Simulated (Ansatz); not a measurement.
Steps of a relaxation of FGeH3O, SMILES `[OH][GeH2][F]` with RKS PBE0-D4/def2-TZVP.

```sh
$ ansatz run in.yaml --threads 2 --pin off --events-out ev --progress --plain --max-ram 22528MiB --backend cpu
```

```yaml
crystal:
  periodic: [false, false, false]
  atoms:
    - {symbol: O, position_ang: [-1.357754, -0.127172, -0.284976]}
    - {symbol: Ge, position_ang: [0.322655, 0.181802, 0.224826]}
    - {symbol: F, position_ang: [1.113959, -1.370284, 0.485406]}
    - {symbol: H, position_ang: [-1.397968, -0.528733, -1.172944]}
    - {symbol: H, position_ang: [1.153156, 0.881324, -0.882241]}
    - {symbol: H, position_ang: [0.208052, 0.898964, 1.583729]}
basis:
  gaussian: {orbitals: def2-TZVP}
hamiltonian: {xc: pbe0, dispersion: d4}
relax: {f_tol: 0.005, max_steps: 150}
```

Positions (Å) and forces (eV/Å) along the path, 6 of 6 steps:

```xyz
6
step=1 energy=-61322.8249 eV
O    -1.358   -0.127   -0.285    0.572   -0.243   -0.558
Ge    0.323    0.182    0.225   -0.159   -0.308    0.027
F     1.114   -1.370    0.485   -0.310    0.571   -0.107
H    -1.398   -0.529   -1.173   -0.010    0.288    0.664
H     1.153    0.881   -0.882   -0.154   -0.160    0.192
H     0.208    0.899    1.584    0.061   -0.148   -0.218
6
step=2 energy=-61322.8471 eV
O    -1.347   -0.127   -0.293    0.281   -0.041   -0.111
Ge    0.316    0.191    0.228   -0.104   -0.275   -0.040
F     1.097   -1.353    0.477   -0.134    0.239   -0.026
H    -1.383   -0.533   -1.166   -0.031    0.079    0.181
H     1.140    0.868   -0.876   -0.013    0.012    0.026
H     0.219    0.890    1.583    0.002   -0.012   -0.030
6
step=3 energy=-61322.8506 eV
O    -1.338   -0.127   -0.292    0.049    0.002   -0.009
Ge    0.316    0.188    0.223   -0.011   -0.034    0.042
F     1.088   -1.350    0.479   -0.005    0.018   -0.015
H    -1.383   -0.535   -1.160   -0.048   -0.013   -0.022
H     1.140    0.874   -0.872    0.013    0.006   -0.015
H     0.219    0.886    1.575    0.001    0.021    0.018
6
step=4 energy=-61322.8509 eV
O    -1.337   -0.127   -0.294    0.022    0.000   -0.002
Ge    0.316    0.187    0.225   -0.003    0.011    0.002
F     1.088   -1.350    0.477    0.006   -0.013    0.004
H    -1.386   -0.537   -1.161   -0.026   -0.005   -0.006
H     1.141    0.874   -0.871    0.005    0.005   -0.003
H     0.220    0.889    1.577   -0.005    0.001    0.004
6
step=5 energy=-61322.8510 eV
O    -1.336   -0.127   -0.294    0.010   -0.002   -0.007
Ge    0.317    0.187    0.225   -0.004    0.020   -0.003
F     1.089   -1.350    0.477    0.007   -0.014    0.004
H    -1.391   -0.538   -1.160   -0.010    0.002    0.006
H     1.144    0.875   -0.870   -0.001   -0.001    0.003
H     0.219    0.889    1.577   -0.003   -0.004   -0.003
6
step=6 energy=-61322.8511 eV
O    -1.335   -0.126   -0.295    0.000    0.001    0.001
Ge    0.318    0.187    0.224    0.000    0.000    0.001
F     1.091   -1.350    0.477    0.000    0.000    0.000
H    -1.394   -0.538   -1.160    0.000    0.000    0.000
H     1.145    0.875   -0.869    0.001    0.000   -0.001
H     0.217    0.888    1.576    0.000    0.000   -0.001
```

Hardware: 2 threads of an AMD EPYC 7R13 on a shared host. Wall time 11 s, peak host memory 0.29 GiB.
